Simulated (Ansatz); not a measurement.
Sr3O3. Charge 0, multiplicity 1. Geometry PBE0-D4/def2-SVP.

```xyz
6

Sr    0.974   -0.278   -1.389
Sr    1.296    2.730    1.313
Sr   -1.315   -0.355    1.045
O    -1.113   -1.243   -1.088
O    -0.134   -1.919   -0.189
O     0.292    1.064    0.307
```

In the def2 sets Sr takes a core potential; there is no spin–orbit coupling. The structure holds 1 bond(s) between oxygen atoms. The restricted singlet is unstable towards broken spin symmetry in Hartree–Fock (as tested in another run); at PBE-D4/def2-TZVP, BLYP-D4/def2-TZVP, r2SCAN-D4/def2-TZVP, B97M-V/def2-TZVP and others this wasn't settled. Another isomer (singlet) lies 2.07 eV lower at PBE0-D4/def2-TZVP; other spin states weren't run for this one.

(1) Estimate the orbital energies around the gap (eV) in Ansatz with PBE-D4/def2-TZVP, BLYP-D4/def2-TZVP, r2SCAN-D4/def2-TZVP, B97M-V/def2-TZVP, PBE0-D4/def2-TZVP.

Results:

(1) 
| orbital | PBE-D4/def2-TZVP | BLYP-D4/def2-TZVP | r2SCAN-D4/def2-TZVP | B97M-V/def2-TZVP | PBE0-D4/def2-TZVP |
| --- | --- | --- | --- | --- | --- |
| HOMO−9 | -17.66 | -17.41 | -18.76 | -19.34 | -20.26 |
| HOMO−8 | -8.71 | -8.44 | -8.92 | -8.63 | -9.88 |
| HOMO−7 | -7.54 | -7.34 | -7.89 | -7.77 | -9.21 |
| HOMO−6 | -7.39 | -7.18 | -7.74 | -7.62 | -9.08 |
| HOMO−5 | -5.94 | -5.76 | -6.16 | -6.09 | -7.29 |
| HOMO−4 | -5.90 | -5.72 | -6.10 | -6.08 | -7.28 |
| HOMO−3 | -5.75 | -5.58 | -5.99 | -5.90 | -7.07 |
| HOMO−2 | -4.39 | -4.23 | -4.63 | -4.53 | -5.83 |
| HOMO−1 | -3.96 | -3.81 | -4.20 | -4.11 | -5.42 |
| HOMO | -2.73 | -2.61 | -2.68 | -2.73 | -3.07 |
| LUMO | -1.85 | -1.79 | -1.70 | -1.94 | -1.47 |
| LUMO+1 | -1.75 | -1.72 | -1.47 | -1.84 | -1.31 |
| LUMO+2 | -1.05 | -0.91 | -0.94 | -1.12 | -0.64 |
| LUMO+3 | -0.95 | -0.82 | -0.68 | -0.94 | -0.50 |
| LUMO+4 | -0.72 | -0.61 | -0.48 | -0.77 | -0.20 |
| LUMO+5 | -0.70 | -0.58 | -0.44 | -0.73 | -0.17 |
